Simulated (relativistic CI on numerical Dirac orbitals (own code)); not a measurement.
Se X: q coefficients and field-shift factors

These numbers are calculated, not measured: Dirac-Coulomb-Breit CI, separate exchange-only KLI orbitals for each configuration, derivatives by finite differences, unscaled Slater integrals, QED left out (own radial code, finite nucleus).

Configurations in the expansion (outside the closed core [Ne]): 3s2 3p6 3d7, 3s2 3p5 3d8, 3s2 3p4 3d9, 3s2 3p6 3d6 4s, 3s 3p6 3d8, 3s2 3p6 3d6 4p, 3s2 3p6 3d5 4s2, 3s2 3p6 3d6 4d. Levels of other configurations are missing.

With x = (α/α₀)² − 1 an excitation energy changes as ω = ω₀ + qx; K = 2q/ω₀ is the relative enhancement. Terms are leading LS components, so labels can repeat. The field-shift factor is F = δν/δ⟨r²⟩ for the transition from the lowest level.

Lowest level 3s2 3p6 3d7 4F_9/2.

| Level | ω₀ (cm⁻¹) | q (cm⁻¹) | K | F (GHz/fm²) |
| --- | --- | --- | --- | --- |
| 3s2 3p6 3d7 4F_7/2 | 5324 | 5666 | 2.13 | 0.0281 |
| 3s2 3p6 3d7 4F_5/2 | 8756 | 8633 | 1.97 | 0.0435 |
| 3s2 3p6 3d7 4F_3/2 | 10957 | 10340 | 1.89 | 0.0525 |
| 3s2 3p6 3d7 4P_3/2 | 34657 | 42.04 | 0.00243 | 0.0262 |
| 3s2 3p6 3d7 4P_5/2 | 35771 | 3426 | 0.192 | 0.0555 |
| 3s2 3p6 3d7 2G_9/2 | 38023 | 2777 | 0.146 | 0.0506 |
| 3s2 3p6 3d7 4P_1/2 | 38783 | 5780 | 0.298 | 0.0618 |
| 3s2 3p6 3d7 2G_7/2 | 42983 | 7965 | 0.371 | 0.0754 |
| 3s2 3p6 3d7 2P_3/2 | 45638 | 7375 | 0.323 | 0.0584 |
| 3s2 3p6 3d7 2P_1/2 | 49697 | 11060 | 0.445 | 0.0621 |
| 3s2 3p6 3d7 2D_5/2 | 50757 | 5661 | 0.223 | 0.07 |
| 3s2 3p6 3d7 2H_11/2 | 52967 | 3878 | 0.146 | 0.0855 |
| 3s2 3p6 3d7 2H_9/2 | 57927 | 9749 | 0.337 | 0.113 |
| 3s2 3p6 3d7 2D_3/2 | 59444 | 15600 | 0.525 | 0.11 |
| 3s2 3p6 3d7 2F_5/2 | 83384 | 4197 | 0.101 | 0.104 |
| 3s2 3p6 3d7 2F_7/2 | 85573 | 6990 | 0.163 | 0.118 |
| 3s2 3p6 3d7 2D_3/2 | 126072 | 4882 | 0.0775 | 0.189 |
| 3s2 3p6 3d7 2D_5/2 | 129071 | 8305 | 0.129 | 0.204 |
| 3s2 3p6 3d6 4s 6D_9/2 | 746635 | -24280 | -0.065 | 13.6 |
| 3s2 3p6 3d6 4s 6D_7/2 | 749956 | -20830 | -0.0556 | 13.7 |
| 3s2 3p6 3d6 4s 6D_5/2 | 752206 | -18800 | -0.05 | 13.7 |
| 3s2 3p6 3d6 4s 6D_3/2 | 753723 | -17450 | -0.0463 | 13.7 |
| 3s2 3p6 3d6 4s 6D_1/2 | 754610 | -16650 | -0.0441 | 13.7 |

At this charge energies of transitions that change n are usually good to better than 1 %, and those within a shell (Δn = 0) to a few per cent. Terms inside the open d or f shell come out 10 to 20 % too wide with unscaled integrals.
